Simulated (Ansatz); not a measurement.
Ansatz (a first-principles code) input (wB97X-V/def2-TZVPD):

Ansatz 0.2 input:
```yaml
crystal:
  periodic: [false, false, false]
  atoms:
    - {symbol: Si, position_ang: [-0.00000000, -0.00000000, -1.16885582]}
    - {symbol: S, position_ang: [0.00000000, 0.00000000, 1.02274885]}
basis:
  gaussian:
    orbitals: def2-TZVPD
hamiltonian:
  xc: {name: wB97X-V}
total_charge: -1
magnetization: {spin_polarized: true, initial_magnetization: 1}
```

Output:

```
Functional definition: wB97X-V
integrals: 0.03 GiB planned
580 factors; their error is unknown
integrals: 0.06 GiB planned
130 factors; integrals over basis functions are off by at most 3.1e-4 eV
mean field: 0.41 GiB planned
mean field evaluation 1: about -18710.1796 eV, gradient 8.0e0 eV
mean field evaluation 2: about -18710.5778 eV, gradient 4.9e0 eV
mean field evaluation 4: about -18710.7055 eV, gradient 3.7e-1 eV
mean field evaluation 8: about -18710.7118 eV, gradient 4.5e-2 eV
mean field evaluation 16: about -18710.7338 eV, gradient 1.0e-3 eV
mean field -18710.73382585 eV, -687.6067855090 hartree, gradient 8.4e-5 eV, S^2 0.757242; 0 other end points of the search recorded, 0 dependent functions left out
reference -18710.73382439 eV, -687.6067854555 hartree; 16, 15 occupied and 73, 74 virtual orbitals, 580 factors
Total energy: -18710.73382439 eV, -687.6067854555 hartree
```

This state (charge -1, doublet) is run at the relaxed geometry of the species with charge 0 and multiplicity 3.
